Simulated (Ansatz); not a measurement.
Geometry optimisation, RKS B3LYP-D4/def2-SVP (Ansatz).

The input (input.yaml):

```yaml
crystal:
  periodic: [false, false, false]
  atoms:
    - { symbol: B, position_ang: [0.0, 0.0, 0.0] }
    - { symbol: H, position_ang: [0.0, 0.0, 1.54] }
    - { symbol: O, position_ang: [1.2211, 0.0, -0.705] }
    - { symbol: H, position_ang: [1.5209, -0.9519, -0.8599] }
    - { symbol: O, position_ang: [-1.2211, 0.0, -0.705] }
    - { symbol: H, position_ang: [-1.7308, -0.8467, -0.4965] }
    - { symbol: F, position_ang: [0.0726, 1.5356, 0.5108] }
    - { symbol: H, position_ang: [0.041, 0.8666, 1.4996] }
basis:
  gaussian: { orbitals: def2-SVP }
hamiltonian:
  xc: b3lyp
  dispersion: d4
relax:
  f_tol: 0.15
  max_steps: 25
  restrain:
    - { distance: [0, 6], at: 2.52, k: 30.0 }
    - { distance: [7, 1], at: 1.86, k: 30.0 }
    - { distance: [0, 1], at: 1.19, k: 30.0 }
    - { distance: [7, 6], at: 0.92, k: 30.0 }
```

Run as:

```bash
$ ansatz run input.yaml --threads 1 --pin off --max-ram 2048MiB --backend cpu --events-out ev --progress --plain --runs-dir out
```

Task: Where does it end, and by what steps?

Result: The forces met the threshold. The restraints hold the end off the free minimum; the threshold counts their pulls, which the force column leaves out. Restrained pairs: B1–F7 (1.62 → 2.53 Å), H2–H8 (0.87 → 1.86 Å), B1–H2 (1.54 → 1.21 Å), F7–H8 (1.19 → 0.93 Å). After 9 steps the energy has fallen by 2.508 eV (the restraints' own energy left out); H2 moved furthest, 0.79 Å.

```
step  energy less start (eV)  largest force component (eV/Å)  accepted
   0                  0.0000                           4.349       yes
   1                 -0.6991                           2.538       yes
   2                 -1.3056                           2.542       yes
   3                 -1.5650                           2.659       yes
   4                 -1.8794                           1.905       yes
   5                 -2.0987                           1.133       yes
   6                 -2.1690                           1.824       yes
   7                 -2.4071                           0.772       yes
   8                 -2.4981                           0.491       yes
   9                 -2.5078                           0.566       yes
```

```xyz
8
Properties=species:S:1:pos:R:3
B -0.036 -0.399 -0.158
H 0.036 -0.598 1.028
O 1.078 -0.387 -0.930
H 1.895 -0.480 -0.431
O -1.234 -0.326 -0.788
H -1.990 -0.349 -0.194
F 0.049 1.926 0.833
H 0.105 1.216 1.425
```

Run time: 23 s on 1 thread of Intel(R) Xeon(R) Platinum 8488C (Sapphire Rapids), on a shared host, peak memory 0.15 GiB.
